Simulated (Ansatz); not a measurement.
Bond stretch in SiAl (cation, charge +1), lowest singlet found (which spin is the ground state isn't settled by this scan).

Level of theory: full CI/aug-cc-pVDZ, frozen core (Ansatz, a program for electronic structure).

Relative to R = 3.16 Å, what are the energies at R = 3.40, 4.58, 5.80, 7.96 Å?

1.4 kcal/mol at 3.40 Å, 15.2 kcal/mol at 4.58 Å, 23.3 kcal/mol at 5.80 Å, 26.5 kcal/mol at 7.96 Å.

The scan ran from 1.65 to 7.96 Å; beyond the distances shown full CI changes its symmetry label.
